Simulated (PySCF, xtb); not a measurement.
C4H3F, SMILES C(=C/F)/C#C.

Harmonic wavenumbers (cm⁻¹) from GFN2-xTB (xtb) at its own minimum, in rising order: 129, 242, 334, 474, 614, 644, 722, 782, 844, 963, 1061, 1199, 1304, 1674, 2255, 3074, 3087, 3399.

Q: What does PBE-D3(BJ)/def2-SVP (PySCF 2.14.0) give at its own minimum? (An estimate is asked for; the answer gives what the named calculation found.)

A: 140, 277, 370, 547, 605, 655, 738, 739, 877, 943, 1078, 1234, 1363, 1665, 2151, 3101, 3132, 3408. Paired by order, the mean absolute difference is 33 cm⁻¹ and the zero-point energies are 32.6 and 32.9 kcal/mol.
